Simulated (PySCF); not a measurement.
Computational details: structure optimised with GFN2-xTB, GIAO PBE0/pcSseg-1 shieldings, in PySCF 2.14.0 with density-fitted response routines (in vacuum, non-relativistic Hamiltonian, rapidly exchanging positions averaged, one conformer).

References, each an isolated molecule treated in the same way: TMS for 1H, 13C. Shifts are as computed. Against solution values, carbons near 30 ppm lie about +3 ppm off and those near 130 ppm about +5 ppm. Of 1211 compounds with measured shifts, 218 miss one by over three times the rms of a fit or turn the order of signals round; such compounds aren't used in these exercises.

Question: Order these molecules by the shift of their most deshielded carbon-bound hydrogen, lowest δ first.
A. CC=C(C#N)C#N
B. C=CCCO[SiH3]
C. CO[C@H]1CC[SiH2]1
D. CO[Si](F)(C=O)OC

Answer: C (3.91 ppm, hydrogen on an sp3 CH bonded to O and Si), B (6.65 ppm, hydrogen on an alkene CH), A (7.52 ppm, hydrogen on an alkene CH), D (11.57 ppm, hydrogen on a carbonyl carbon).

Question: Order these molecules by the shift of their most shielded carbon, lowest δ first.
A. C=CCCO[SiH3]
B. CO[C@H]1CC[SiH2]1
C. CC=C(C#N)C#N
D. CO[Si](F)(C=O)OC

Answer: B (1.6 ppm, sp3 CH2 bonded to Si), C (22.8 ppm, allylic methyl carbon), A (43.4 ppm, allylic sp3 CH2), D (54.2 ppm, methyl carbon bonded to O).

Question: How many 13C and 1H signals does each give (equivalence by symmetry and fast rotation, but not about amide C–N or C=N bonds)? `CO[C@H]1CC[SiH2]1`, `CO[Si](F)(C=O)OC`, `C=CCCO[SiH3]`, `CC=C(C#N)C#N`

Answer: CO[C@H]1CC[SiH2]1: 4 C, 8 H; CO[Si](F)(C=O)OC: 2 C, 2 H; C=CCCO[SiH3]: 4 C, 6 H; CC=C(C#N)C#N: 5 C, 2 H.
